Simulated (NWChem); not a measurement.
System: CH₅InS₂; SMILES [CH3][In]([SH])[SH]

The following NWChem deck was run.

```
start job
memory heap 200 mb stack 900 mb global 1100 mb
geometry units angstroms
  In     0.255181    -0.115769    -0.010965
  C      2.260758    -1.108823     0.106580
  H      2.127588    -2.142431     0.417583
  H      2.873881    -0.576191     0.830032
  H      2.715115    -1.064239    -0.878223
  S     -1.298727    -0.150656     1.871975
  H     -0.444576    -0.845716     2.608347
  S     -0.635240     1.083642    -1.926487
  H     -1.755870     1.348522    -1.264560
end
basis spherical
  * library def2-svp
end
ecp
  In library def2-ecp
end
dft
  xc pbe0
  iterations 150
end
driver
  maxiter 120
end
task dft optimize
```

No frequency run checked for a minimum. def2 effective core potentials on In; no spin-orbit coupling.

The level has its own optimisation.

**Question.** What results follow from this input? (PBE0/def2-SVP with def2 effective core potentials on In.) Quantities: r C–In (Å); r C–H (Å); r H–S (Å); dipole (D).

**Answer.** The r C–In (Å) is 2.151, the r C–H (Å) is 1.099 and the r H–S (Å) is 1.352. The dipole (D) is 2.49.
